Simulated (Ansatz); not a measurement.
Other settings, tried on GeO₄H₄ (the lowest singlet isomer of a short search).

```yaml
crystal:
  periodic: [false, false, false]
  atoms:
    - {symbol: Ge, position_ang: [0.563009, 0.279097, 0.179243]}
    - {symbol: O, position_ang: [-0.227419, -0.867052, -1.024724]}
    - {symbol: O, position_ang: [1.981588, -0.550650, 0.851172]}
    - {symbol: O, position_ang: [-0.635431, 0.536833, 1.476187]}
    - {symbol: O, position_ang: [-1.500745, -0.156364, -1.268274]}
    - {symbol: H, position_ang: [-1.524115, 0.443962, 1.077909]}
    - {symbol: H, position_ang: [1.699226, -1.257745, 1.462602]}
    - {symbol: H, position_ang: [-1.416083, 0.013516, -2.229848]}
    - {symbol: H, position_ang: [1.059970, 1.558393, -0.524266]}
basis:
  gaussian: {orbitals: aug-cc-pVDZ}
hamiltonian: {xc: {name: wB97X-V}}
scf: {omitted_lower_state_checks: [starts]}
output: {forces: true}
```

```sh
$ ansatz run in.yaml --threads 4 --pin off --events-out ev --progress --plain --max-ram 3916MiB
```

It prints (some lines left out):

```
Functional definition: wB97X-V
1410 factors; their error is unknown
503 factors; integrals over basis functions are off by at most 1.6e-5 eV
mean field evaluation 1: about -64754.7209 eV, gradient 6.9e1 eV
mean field evaluation 2: about -64753.1132 eV, gradient 7.7e1 eV
mean field evaluation 4: about -64763.1548 eV, gradient 2.5e0 eV
mean field evaluation 8: about -64763.1683 eV, gradient 9.9e-2 eV
mean field evaluation 16: about -64763.3120 eV, gradient 1.7e-4 eV
mean field -64763.31195813 eV, -2380.0078163117 hartree, gradient 2.1e-5 eV, S^2 0.000000; 0 other end points of the search recorded, 0 dependent functions left out
reference -64763.31195523 eV, -2380.0078162051 hartree; 34, 34 occupied and 130, 130 virtual orbitals, 1410 factors
Total energy: -64763.31195523 eV, -2380.0078162051 hartree
Atom 0 at     0.563009     0.279097     0.179243 Å, force     0.082535     0.152692    -0.166645 eV/Å
Atom 1 at    -0.227419    -0.867052    -1.024724 Å, force    -0.499891     0.518451     0.112498 eV/Å
Atom 2 at     1.981588    -0.550650     0.851172 Å, force    -0.423057    -0.402111     0.294994 eV/Å
Atom 3 at    -0.635431     0.536833     1.476187 Å, force    -0.367166    -0.117077    -0.496584 eV/Å
Atom 4 at    -1.500745    -0.156364    -1.268274 Å, force     0.784840    -0.236929    -0.476767 eV/Å
Atom 5 at    -1.524115     0.443962     1.077909 Å, force     0.431923     0.069714     0.340698 eV/Å
Atom 6 at     1.699226    -1.257745     1.462602 Å, force     0.254875     0.365252    -0.305946 eV/Å
Atom 7 at    -1.416083     0.013516    -2.229848 Å, force    -0.102707    -0.098271     0.571533 eV/Å
Atom 8 at     1.059970     1.558393    -0.524266 Å, force    -0.161353    -0.251721     0.126220 eV/Å
Dipole moment:    -0.182190     0.161603    -0.317231 e Å
Checks for a lower state left out: starts
```

Hardware: 4 threads of Arm Neoverse V2 on a shared host. Wall time 8 s, peak host memory 0.66 GiB.
